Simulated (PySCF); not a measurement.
Cu⁺ (copper, charge +1) across methods

[Ar] 3d9 4s1, high-spin 3D determinant (an excited configuration). Computed with PySCF 2.14 in aug-cc-pVDZ-DK, with the spin-free X2C one-electron Hamiltonian (Gaussian nucleus).

| method | E (hartree) | mean ε 3d α (eV) | mean ε 3d β (eV) | mean ε 4s α (eV) | Σ⟨r²⟩ (bohr²) | ⟨S²⟩ |
| --- | --- | --- | --- | --- | --- | --- |
| UHF | -1652.88125 | -29.636 | -27.938 | -16.601 | 23.07 | 2.001 |
| PBE | -1654.141 | -19.350 | -18.079 | -14.186 | 23.17 | 2.000 |
| BHandHLYP | -1654.350 | -24.809 | -23.411 | -15.623 | 22.95 | 2.000 |
| TPSSh | -1654.383 | -20.384 | -19.097 | -14.418 | 23.06 | 2.000 |
| PBE0 | -1654.148 | -22.086 | -20.730 | -14.918 | 23.02 | 2.000 |
| wB97X | -1654.430 | -24.515 | -23.291 | -16.929 | 23.04 | 2.000 |
| BP86 | -1654.654 | -19.472 | -18.246 | -14.378 | 23.09 | 2.000 |
| r2SCAN | -1654.357 | -19.709 | -18.347 | -14.523 | 22.97 | 2.001 |

Q: Estimate the same row for LDA.

A: E (hartree) = -1651.485; mean ε 3d α (eV) = -19.640; mean ε 3d β (eV) = -18.339; mean ε 4s α (eV) = -14.459; Σ⟨r²⟩ (bohr²) = 23.10; ⟨S²⟩ = 2.000.
